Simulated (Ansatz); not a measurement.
`C#[C][In]([Cl])[Cl]` + CH₃NH₂ → `C[NH][In]([Cl])[Cl]` + `C#C` at 600 K and 1 bar (ligand exchange at the In–C bond).

Program: Ansatz. Geometries: PBE0-D4/def2-TZVP. ΔE: electronic, gas phase. CCSD(T)/CBS is the MP2 limit (def2-TZVPP, def2-QZVPP) plus CCSD(T) − MP2 in def2-TZVPP, frozen cores. This one scheme is used for every species. def2 core potentials past Kr. For In outer-core shells are correlated without core-valence functions, which leaves a few kJ/mol of doubt a bond. One conformer a species, not always the lowest.

```json
{"species": "`C#[C][In]([Cl])[Cl]`", "CCSD(T)/CBS energy (Eh)": "-1186.11436", "H − E (kJ/mol)": "107.4", "S (J/(mol·K))": "444.2"}
{"species": "CH₃NH₂", "CCSD(T)/CBS energy (Eh)": "-95.75281", "H − E (kJ/mol)": "199.3", "S (J/(mol·K))": "283.8"}
{"species": "`C[NH][In]([Cl])[Cl]`", "CCSD(T)/CBS energy (Eh)": "-1204.63611", "H − E (kJ/mol)": "208.7", "S (J/(mol·K))": "484.7"}
{"species": "`C#C`", "CCSD(T)/CBS energy (Eh)": "-77.22717", "H − E (kJ/mol)": "96.2", "S (J/(mol·K))": "235.4"}
```

H − E and S are ideal-gas, rigid-rotor, harmonic terms from PBE0-D4/def2-TZVP, for one conformer and one mirror image of each species. 1 Eh = 2625.50 kJ/mol, R = 8.31446 J/(mol·K).

Problem. By hand: ΔE, ΔH, ΔS and ΔG.

Solution. ΔE = (-1204.63611) + (-77.22717) − (-1186.11436) − (-95.75281) = 0.00389 Eh = 10.2 kJ/mol. Δ(H − E) = 208.7 + 96.2 − 107.4 − 199.3 = -1.8, so ΔH = 8.4 kJ/mol. ΔS = 484.7 + 235.4 − 444.2 − 283.8 = -7.9 J/(mol·K). ΔG = 8.4 − 600 × (-7.9)/1000 = 13.1 kJ/mol.

Problem. By hand: the equilibrium constant, and the temperature at which ΔG would vanish if ΔH and ΔS stayed fixed.

Solution. log₁₀ K = −ΔG/(RT ln 10) = -1.1. ΔH and −TΔS have one sign here, so there is no such temperature.

TΔS isn't small against ΔH here. A doubt of 5 kJ/mol in ΔE shifts log₁₀ K by 0.4 here. Other conformers and mirror images would add mixing entropy, several J/(mol·K) or more a flexible species. These are equilibria of isolated gas molecules and say nothing of rates. Largest T1 diagnostic: 0.013 (customary marks: 0.02 for closed shells, 0.045 for open ones).

ΔS is within the doubt of such terms, so its sign, and with it that verdict, could turn.
